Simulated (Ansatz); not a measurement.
Computed with B3LYP-D3(BJ)/def2-TZVP (Ansatz, a quantum-chemistry and plane-wave program). No frequencies were computed at this level.

Ansatz 0.2 input:
```yaml
crystal:
  periodic: [false, false, false]
  atoms:
    - { symbol: Br, position_ang: [-1.888083, -1.206026, -0.149798] }
    - { symbol: Al, position_ang: [-0.000405, 0.000045, 0.001386] }
    - { symbol: Br, position_ang: [1.984921, -1.037258, 0.158697] }
    - { symbol: Br, position_ang: [-0.096433, 2.243239, -0.010284] }
basis:
  gaussian: { orbitals: def2-tzvp }
hamiltonian:
  xc: b3lyp
  dispersion: d3bj
relax:
  max_steps: 150
```

Output:

```
Functional definition: B3LYP
1498 factors; their error is unknown
mean field evaluation 1: about -216742.8299 eV, gradient 1.6e1 eV
mean field evaluation 2: about -216742.8589 eV, gradient 1.6e1 eV
mean field evaluation 4: about -216743.5058 eV, gradient 7.6e-1 eV
mean field evaluation 8: about -216744.5472 eV, gradient 5.3e-1 eV
mean field evaluation 16: about -216744.5474 eV, gradient 5.6e-5 eV
mean field -216744.54744759 eV, -7965.2152039680 hartree, gradient 5.6e-5 eV, S^2 0.000000; 0 other end points of the search recorded, 0 dependent functions left out
reference -216744.54769798 eV, -7965.2152131696 hartree; 59, 59 occupied and 122, 122 virtual orbitals, 1498 factors
relax step   1: F+E_penalty+E_count = -216744.85385366 eV  Δ(F+E_penalty+E_count) = +0.000e0 eV  max|allowed force component| = 1.051e-1 eV/Å  Δτ_max = 0.0000 Å  (25 SCF iters, accepted)
these checks for a lower state are left out or cut short: starts, cluster_reference, orbital_swaps, neighbouring_geometries, increment
1498 factors; their error is unknown
mean field -216744.54728341 eV, -7965.2151979345 hartree, gradient 1.4e-5 eV, S^2 0.000000; 0 other end points of the search recorded, 0 dependent functions left out
reference -216744.54753349 eV, -7965.2152071249 hartree; 59, 59 occupied and 122, 122 virtual orbitals, 1498 factors
relax step   2: F+E_penalty+E_count = -216744.85497818 eV  Δ(F+E_penalty+E_count) = -1.125e-3 eV  max|allowed force component| = 5.385e-3 eV/Å  Δτ_max = 0.0068 Å  (31 SCF iters, accepted)
1498 factors; their error is unknown
mean field evaluation 32: about -216742.8936 eV, gradient 1.5e1 eV
mean field -216744.54728341 eV, -7965.2151979345 hartree, gradient 1.4e-5 eV, S^2 0.000000; 1 other end points of the search recorded, 0 dependent functions left out
reference -216744.54753349 eV, -7965.2152071249 hartree; 59, 59 occupied and 122, 122 virtual orbitals, 1498 factors
Total energy: -216744.85522826 eV, -7965.2265146992 hartree
Atom 0 at    -1.882519    -1.202267    -0.149061 Å, force     0.004157     0.002788     0.000924 eV/Å
Atom 1 at    -0.000118     0.000001     0.000518 Å, force     0.001149    -0.000197    -0.001695 eV/Å
Atom 2 at     1.979018    -1.034247     0.158521 Å, force    -0.005385     0.002769     0.000164 eV/Å
Atom 3 at    -0.096381     2.236513    -0.009977 Å, force     0.000079    -0.005360     0.000607 eV/Å
Dipole moment:    -0.000171     0.000009     0.000428 e Å
```

Cost: roughly 50 core-seconds.
